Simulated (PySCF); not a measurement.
C₁₀H₇F₂N.
Bonds: C1–C2 (double), C2–C3, C3–C4 (aromatic), C4–N5 (aromatic), N5–C6 (aromatic), C6–C7 (aromatic), C7–C8 (aromatic), C8–F9, C8–C10 (aromatic), C10–C11 (aromatic), C11–C12 (aromatic), C12–F13, C3–C12 (aromatic), N5–C10 (aromatic). Hydrogens: H14, H15 on C1; H16 on C2; H17 on C4; H18 on C6; H19 on C7; H20 on C11.

Theory: PySCF, PBE0-D3(BJ)/def2-SVP geometry optimisation, gas phase.

Q: What internal coordinates does the optimisation give?

A: 
```csv
bond,length (bohr)
C1=C2,2.529
C2–C3,2.771
C3–C4,2.590
C4–N5,2.581
N5–C6,2.589
C6–C7,2.618
C7–C8,2.656
C8–F9,2.509
C8–C10,2.622
C10–C11,2.675
C11–C12,2.570
C12–F13,2.520
C3–C12,2.717
N5–C10,2.656
C1–H14,2.063
C1–H15,2.067
C2–H16,2.066
C4–H17,2.061
C6–H18,2.054
C7–H19,2.055
C11–H20,2.059
```

A selection of angles:
```csv
angle,degrees
C2–C1–H14,120.4
C2–C1–H15,123.1
H14–C1–H15,116.5
C1–C2–C3,127.4
C1–C2–H16,118.5
C3–C2–H16,114.2
C2–C3–C4,123.6
C2–C3–C12,119.4
C4–C3–C12,117.0
C3–C4–N5,121.7
C3–C4–H17,122.7
N5–C4–H17,115.7
C4–N5–C6,129.2
C4–N5–C10,121.2
C6–N5–C10,109.6
N5–C6–C7,108.2
N5–C6–H18,120.9
C7–C6–H18,130.9
C6–C7–C8,107.2
C6–C7–H19,126.4
C8–C7–H19,126.4
C7–C8–F9,126.5
C7–C8–C10,109.1
F9–C8–C10,124.4
C8–C10–C11,135.2
N5–C10–C8,105.9
N5–C10–C11,118.9
C10–C11–C12,118.5
C10–C11–H20,120.3
C12–C11–H20,121.1
C11–C12–F13,120.0
C3–C12–C11,122.7
C3–C12–F13,117.3
```

Dihedral angles: C1–C2–C3–C4 0° (synperiplanar).

The 9 C–C bonds span 1.338 Å (C1=C2, drawn double) to 1.466 Å (C2–C3, drawn single), a spread of 0.128 Å. Of the pairs four or more bonds apart, F13···H16 is among the closest relative to their van der Waals radii: 2.33 Å, 87 % of the sum of Bondi's values. N5 (pyrrole-type nitrogen) is planar (angles 129.2°, 121.2° and 109.6°, sum 360.0°, 0.00 Å off the plane of its three neighbours). The 13 heavy atoms lie in one plane (0.001 Å rms). The C–N distances run from 1.366 Å (C4–N5, aromatic) to 1.406 Å (N5–C10, aromatic), a spread of 0.040 Å. The 6-membered ring C3–C4–N5–C10–C11–C12 has internal angles of 117.0° to 122.7° (sum 720°, against 720° for a flat polygon); it is planar, 0.00 Å rms from its mean plane, widest ring torsion 0°. The 5-membered ring N5–C6–C7–C8–C10 has internal angles of 105.9° to 109.6°; it is planar, 0.00 Å rms from its mean plane, widest ring torsion 0°.

Point group: Cs (tolerance 0.08 Å). PBE0-D3(BJ)/def2-SVP frequencies: not computed here. The numbers are those of one conformer.

Rough CPU time on one thread of a shared machine: about 8 min. That covers the optimisation of the geometry.
